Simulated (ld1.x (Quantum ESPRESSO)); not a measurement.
## PBE TM dataset for chlorine, non-relativistic all-electron reference.

ld1.x (Quantum ESPRESSO) 7.5 input, shortened:

```
&input
   title='Cl', zed=17., rel=0, dft='PBE', iswitch=3,
   config='[Ne] 3s2 3p4.75'
 /
 &inputp
   pseudotype=2, tm=.true., lloc=0,
   nlcc=.true., rcore=0.40
 /
2
2P  2  1   6.00   0.00  0.80  0.80  0.0
2S  1  0   2.00   0.00  0.50  0.50  0.0
 &test
   configts(1)='2s2 2p6 3s2 3p4.75'
 /
```

Occupied shells without a wave of their own: 3p, 3s. They enter only through the test configuration that unscreens the potential, and ld1.x also counts them in the model core charge.

All-electron outer shells of the reference configuration (PBE, non-relativistic, ld1.x):

```tsv
shell	level (eV)	outermost node (bohr)	outermost maximum (bohr)
2s	-253.95	0.12	0.36
2p	-194.55	–	0.30
3s	-23.22	0.56	1.29
3p	-11.16	0.53	1.43
```

Q: Does the generator finish with these settings?

A: Yes, a potential is produced.

Q: Does the potential have ghost states?

A: No extra level below or beside the all-electron valence levels (p, s, d, f tested).

Q: Tests: 2s2 2p6 3s2 3p5; 2s2 2p6 3s2 3p4; 2s2 2p6 3s2 3p3; 2s2 2p5 3s2 3p5; 2s2 2p6 3s1 3p6; 2s2 2p6 3s2 3p4.5; 2s2 2p6 3s2 3p2. Which has the largest error in its energy relative to the reference configuration, and how large is it?

A: 2s2 2p6 3s2 3p2, with +1108 meV (all-electron minus pseudo) on +75.19 eV.

ld1.x takes every shell without a wave as core, so the model core holds the 3p, 3s electrons as well and exchange and correlation see them twice. This cancels in the reference configuration, but the file is broken for other ones, and its errors say nothing about a proper core correction.
